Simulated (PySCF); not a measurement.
Planning a geometry optimisation on fluorobenzene, `c1ccc(F)cc1`.

Method: B3LYP/6-31+G* geometry optimisation, gas phase (PySCF 2.14.0). Work: geometry optimisation from a GFN2-xTB start, density fitting. A driver script takes a list of jobs; this job's settings line and coordinates (Å) are shown.

Input:
```
{"job": {"xc": "B3LYP", "basis": "6-31+G*", "grid": 1, "kind": "geom"}, "charge": 0, "multiplicity": 1}
F     -2.255213    -1.465224     0.011692
C     -1.122564    -0.729488     0.004484
C      0.097591    -1.379539    -0.019046
C      1.252996    -0.617615    -0.026258
C      1.178173     0.765381    -0.009484
C     -0.054904     1.395957     0.014139
C     -1.220560     0.649697     0.020793
H      0.130888    -2.457517    -0.030474
H      2.214578    -1.107869    -0.044809
H      2.083462     1.353298    -0.013799
H     -0.111310     2.473986     0.027126
H     -2.191939     1.118246     0.039608
```

Hardware: an Arm Neoverse V2 with one thread, shared host with 96 logical CPUs at a one-minute load of 32. PySCF's memory limit was set to 1200 MB.

Problem. How large is the basis?

Solution. 136 functions.

Problem. Estimate the wall time.

Solution. About 19 s. The run took 5 energy-and-gradient evaluations and 31 SCF cycles, 3.8 s an evaluation on average.

Problem. Estimate the peak memory.

Solution. About 0.56 GiB. Peak memory is the resident size of the whole Python process, interpreter and libraries included.

Problem. At this speed, how long would 100 such jobs take on 16 cores, one job a core?

Solution. 100/16 gives 7 rounds of 19 s, about 2.2 min of wall time and 0.53 core-hours, if the jobs don't slow each other.

Other jobs ran on the host; a repeat could differ by tens of per cent or more.

The run converged: final energy -331.49606 Eh after 4 steps; dipole 1.75 D.
